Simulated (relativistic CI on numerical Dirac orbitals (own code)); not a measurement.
## Charge states of samarium

Method of calculation: Dirac-Coulomb-Breit CI, separate exchange-only KLI orbitals for each configuration, QED by a radiative potential, valence Slater integrals scaled by 0.9 (own radial code, finite nucleus).

Each species is treated in one configuration, given outside its closed core. Radial values are for the open shell of highest l, unscaled and averaged over j; ζ includes the Breit term. Labels give the leading LS character, summed over repeated terms.

```tsv
Ion	Configuration	Its lowest level	LS weight (%)	Next level	E (cm⁻¹)	ζ (cm⁻¹)	g_J	g√(J(J+1))
Sm⁵¹⁺	3s	2S_1/2	100				1.990	1.72
Sm⁵²⁺	2s2 2p6	1S_0	100					0.00
Sm⁵³⁺	2s2 2p5	?	?	?	?	?	?	?
Sm⁵⁴⁺	2s2 2p4	3P_2	69	1S_0	362830	3.393e+06	1.320	3.23
Sm⁵⁵⁺	2s2 2p3	J = 3/2 (mixed)	48	4S°_3/2	4.9413e+06	3.45e+06	1.333	2.58
Sm⁵⁶⁺	2s2 2p2	3P_0	69	3P_1	5.0562e+06	3.507e+06		0.00
Sm⁵⁷⁺	2s2 2p	2P°_1/2	100	2P°_3/2	5.3561e+06	3.566e+06	0.632	0.55
Sm⁵⁸⁺	2s2	1S_0	100					0.00
Sm⁵⁹⁺	2s	2S_1/2	100				1.967	1.70
Sm⁶⁰⁺	1s2	1S_0	100					0.00
```

**Question.** Fill in the row of Sm⁵³⁺.

**Answer.** Its lowest level 2P°_3/2; LS weight (%) 100; Next level 2P°_1/2; E (cm⁻¹) 5.0135e+06; ζ (cm⁻¹) 3.337e+06; g_J 1.310; g√(J(J+1)) 2.54.
